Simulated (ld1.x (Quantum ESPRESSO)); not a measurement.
**Ga (Z = 31): PAW pseudisation with PBE, scalar-relativistic reference atom.**

```
Element                 : Ga
Generator               : ld1.x (Quantum ESPRESSO) 7.5
Type                    : PAW
Functional              : PBE
Relativity              : scalar-relativistic
Frozen core             : [Ne]
Valence charge          : 21
Reference configuration : 3s2 3p6 3d10 4s2 4p0.75 (charge +0.25)
Partial waves           : 3s (bound): rcut 1.05, rcutus 1.20 bohr; 4s (bound): rcut 1.05, rcutus 1.20 bohr; 3p (bound): rcut 0.95, rcutus 1.05 bohr; 4p (bound): rcut 0.95, rcutus 1.05 bohr; 3d (bound): rcut 1.05, rcutus 1.25 bohr; 3d channel at -1.05 Ry: rcut 1.05, rcutus 1.25 bohr
Local potential         : all-electron potential smoothed inside 0.85 bohr (lloc = -1)
Core correction         : Bessel-smoothed model core inside 1.05 bohr
Augmentation charge     : BESSEL, radius 0.80 bohr
```

Poles of the logarithmic derivatives, all-electron (AE) and pseudo (PS). s: poles at -10.6 (AE) and -10.6 (PS) Ry. p: poles at -6.8 (AE) and -6.8 (PS) Ry. d: poles at -0.5 (AE) and -0.5 (PS) Ry. Test radius 1.35 bohr.

* Largest excitation error: -26 meV (all-electron minus pseudo) for 3s1 3p6 3d10 4s2 4p1, out of 7 test configurations
* Lowest eigenvalue of the overlap operator: -1.02 (p channel); it is negative, so in a basis up to 400 Ry S is not positive definite and the file is unfit for use

The ghost test of this file was not conclusive. Its overlap operator is not positive definite in a basis up to 400 Ry (lowest eigenvalue p -1.02), so the file is unfit for use: the generalised eigenproblem breaks down once the basis is large enough, and its test numbers describe a broken file.
